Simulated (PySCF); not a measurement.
Co²⁺ (cobalt, charge +2): LDA calculation

Configuration: [Ar] 3d7, high-spin 4F determinant. Calculation: PySCF 2.14, in 6-31G* (5s4p2d1f, 34 functions); no relativity, point nucleus.

| Item | Value |
| --- | --- |
| Total energy | -1378.983 hartree |
| One-electron energy | -1894.396 hartree |
| Hartree (Coulomb) energy | 571.650 hartree |
| Exchange-correlation energy | -56.236 hartree |
| Kinetic energy | 1379.40055 hartree |
| ⟨S²⟩ | 3.7505 |
| ⟨L²⟩ | 12.002 |
| Sum of ⟨r⟩ | 15.45 bohr |
| Sum of ⟨r²⟩ | 15.45 bohr² |
| Density at the nucleus (Gaussians lack the cusp) | 12600 bohr⁻³ |
| Spin density at the nucleus | 0.0935 bohr⁻³ |
| Langevin diamagnetic susceptibility | -12.2 ×10⁻⁶ cm³/mol |
| Time after the integrals | 0.17 s of wall time on 1 thread of Intel(R) Xeon(R) Platinum 8559C (shared host) |

```json
{"shell": "1s α", "electrons": "1", "mean orbital energy (hartree)": "-276.27732", "spread (hartree)": "0", "rms radius, mean of both spins (bohr)": "0.0659"}
{"shell": "1s β", "electrons": "1", "mean orbital energy (hartree)": "-276.27636", "spread (hartree)": "0", "rms radius, mean of both spins (bohr)": "0.0659"}
{"shell": "2s α", "electrons": "1", "mean orbital energy (hartree)": "-33.09306", "spread (hartree)": "0", "rms radius, mean of both spins (bohr)": "0.280"}
{"shell": "2s β", "electrons": "1", "mean orbital energy (hartree)": "-33.03353", "spread (hartree)": "0", "rms radius, mean of both spins (bohr)": "0.280"}
{"shell": "2p α", "electrons": "3", "mean orbital energy (hartree)": "-28.86599", "spread (hartree)": "0", "rms radius, mean of both spins (bohr)": "0.250"}
{"shell": "2p β", "electrons": "3", "mean orbital energy (hartree)": "-28.82048", "spread (hartree)": "0", "rms radius, mean of both spins (bohr)": "0.250"}
{"shell": "3s α", "electrons": "1", "mean orbital energy (hartree)": "-4.37275", "spread (hartree)": "0", "rms radius, mean of both spins (bohr)": "0.842"}
{"shell": "3s β", "electrons": "1", "mean orbital energy (hartree)": "-4.25117", "spread (hartree)": "0", "rms radius, mean of both spins (bohr)": "0.842"}
{"shell": "3p α", "electrons": "3", "mean orbital energy (hartree)": "-3.10815", "spread (hartree)": "0", "rms radius, mean of both spins (bohr)": "0.895"}
{"shell": "3p β", "electrons": "3", "mean orbital energy (hartree)": "-2.98926", "spread (hartree)": "0", "rms radius, mean of both spins (bohr)": "0.895"}
{"shell": "3d α", "electrons": "5", "mean orbital energy (hartree)": "-1.01362", "spread (hartree)": "0.03739", "rms radius, mean of both spins (bohr)": "1.11"}
{"shell": "3d β", "electrons": "2", "mean orbital energy (hartree)": "-0.91473", "spread (hartree)": "0", "rms radius, mean of both spins (bohr)": "1.11"}
```
